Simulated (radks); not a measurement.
Question: These are the eigenvalues of the occupied orbitals of an atom or ion with whole-number occupations (eV). Method: Dirac Kohn-Sham, PBE, spin-unpolarised, spherical densities, finite nucleus; Fermi nuclear charge, rms radius of each element as measured or else 0.836 A^(1/3) + 0.57 fm; computed with a radial shooting solver on a logarithmic mesh with Libxc functionals.

1s1/2: -83065.62
2s1/2: -14768.05
2p1/2: -14176.50
2p3/2: -12228.92
3s1/2: -3556.893
3p1/2: -3289.401
3p3/2: -2857.991
3d3/2: -2413.506
3d5/2: -2321.055
4s1/2: -835.7544
4p1/2: -720.8529
4p3/2: -616.6625
4d3/2: -428.4743
4d5/2: -409.0405
5s1/2: -185.4799
4f5/2: -166.8314
4f7/2: -162.6269
5p1/2: -147.0860
5p3/2: -128.1048
5d3/2: -74.2386
5d5/2: -71.8574

Which element is it, and in what charge state? The configuration may be excited. Open shells, if any, are shared by 2j + 1.

Answer: Z = 80, mercury, charge +5: Hg5+ in [Xe] 4f14 5d7. The list shows which subshells hold electrons but not how many an open one holds; the 1s level, -3052.6 hartree, gives Z - s = 78.1 by -(Z - s)^2/2, which with screening and relativity narrows Z to a few neighbours, and the depths of the outer levels then fix element, charge and occupations together.
